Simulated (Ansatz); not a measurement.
**From C to Ge: the dipole moment**

All atoms of one element are swapped for its congeners: C2H5Cl `CCCl`; SiH2(SiH3)Cl; GeH2(GeH3)Cl. All are singlets with charge 0.

Shapes, held fixed at every level: PBE0-D4/def2-TZVP. Programs: Ansatz 0.2.0. Values in D.

Question: How should the dipole moment change along the series?

Answer: At wB97M-V/def2-TZVPP the dipole moment isn't monotonic: it is largest for Ge and smallest for Si (2.12 and 1.33 D). 2 of 4 levels show this order throughout; 2 agree on the largest and the smallest. Measured values: NIST CCCBDB. Relativity is left out for Ge unless named.

```
               level  C2H5Cl  SiH2(SiH3)Cl  GeH2(GeH3)Cl
   PBE-D4/def2-TZVPP    1.98          1.23          1.97
r2SCAN-D4/def2-TZVPP    2.10          1.30          2.07
 B3LYP-D4/def2-TZVPP    2.04          1.33          2.07
  wB97M-V/def2-TZVPP    2.04          1.33          2.12
            measured    2.05             –             –
```
